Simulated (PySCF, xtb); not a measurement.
Be(OH)(SH) (BeH2OS), SMILES [OH][Be][SH].

GFN2-xTB (xtb) at its own geometry gives an orbital gap of 5.31 eV and a dipole moment of 4.10 D.

Coordinates come from a PBE0-D3(BJ)/def2-TZVP optimisation. The values are those of a single conformer.

**Question.** What does ωB97X/def2-TZVPD (PySCF) give? (Estimate from the structure and the level; the computed values follow.)

**Answer.** gap 10.91 eV (levels -9.95 and 0.96 eV), dipole 1.81 D.
